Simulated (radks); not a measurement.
Correlation energies from several functionals, in hartree. Species: Eu [Xe] 4f7 6s2; Rh30+ [Ne] 3s2 3p3; Ga2+ [Ar] 3d10 4s1. All-electron calculation, non-relativistic Kohn-Sham, exchange-only PBE, spin-polarised, spherical densities, point nucleus. Program: a radial shooting solver on a logarithmic mesh with Libxc functionals. Every spin shell is full or empty, so the densities are truly spherical. Functionals are evaluated on that one density, not self-consistently.

| functional | Eu | Rh30+ | Ga2+ |
|---|---|---|---|
| PW92 | -6.1704 | -1.7042 | -2.6608 |
| VWN5 | -6.1965 | -1.7108 | -2.6736 |
| PZ | -6.1636 | -1.6980 | -2.6560 |
| Wigner | -3.2887 | -0.75197 | -1.5306 |
| Chachiyo | -6.0870 | -1.6803 | -2.6211 |
| PBEsol | -3.9670 | -0.77182 | -1.6046 |
| P86 | -3.9827 | -0.91688 | -1.5889 |
| PW91 | -3.7924 | -0.76812 | -1.5241 |
| AM05 | -5.7768 | -1.5519 | -2.4541 |
| OP (B88) | -3.1529 | -0.71283 | -1.3718 |
| TPSS | -3.5213 | -0.65258 | -1.4035 |
| SCAN | -3.5663 | -0.66597 | -1.4119 |
| r2SCAN | -3.5829 | -0.67268 | -1.4203 |
| B95 | -4.3404 | -0.97128 | -1.6869 |
| Tao-Mo | -3.4222 | -0.60277 | -1.3379 |
